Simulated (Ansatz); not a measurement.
A run for Ansatz (a program for electronic structure): R-wB97X-V/def2-TZVPP on CH4BFO (SMILES CB(O)F), a point of a torsion scan.

Ansatz 0.2 input:
```yaml
crystal:
  periodic: [false, false, false]
  atoms:
    - {symbol: C, position_ang: [-0.86366993, -0.17850250, -0.06199175]}
    - {symbol: B, position_ang: [0.56605975, 0.47551166, 0.09770484]}
    - {symbol: O, position_ang: [1.65423658, -0.01589529, -0.49368508]}
    - {symbol: F, position_ang: [0.73253455, 1.47188987, 0.98847228]}
    - {symbol: H, position_ang: [-1.55682044, 0.53303459, -0.50563443]}
    - {symbol: H, position_ang: [-0.83909304, -1.06217534, -0.69001832]}
    - {symbol: H, position_ang: [-1.27683809, -0.45245606, 0.90532263]}
    - {symbol: H, position_ang: [2.40010647, 0.57182424, -0.61502766]}
basis:
  gaussian:
    orbitals: def2-TZVPP
hamiltonian:
  xc: {name: wB97X-V}
scf: {lower_state_search: off}
```

The head of its log:

```
WARN ansatz: RAYON_NUM_THREADS=1 ignored (pool sized by the plan → 1); use --threads N
Functional definition: wB97X-V
these checks for a lower state are left out or cut short: stability, starts, cluster_reference, orbital_swaps, neighbouring_geometries, increment
integrals: 0.09 GiB planned
892 factors; their error is unknown
integrals: 0.13 GiB planned
223 factors; integrals over basis functions are off by at most 1.2e-5 eV
mean field: 0.89 GiB planned
mean field evaluation 1: about -6541.2884 eV, gradient 5.6e1 eV
mean field evaluation 2: about -6542.6890 eV, gradient 5.2e1 eV
```

Q: What total energy does the run end on?

A: -240.5832 hartree.
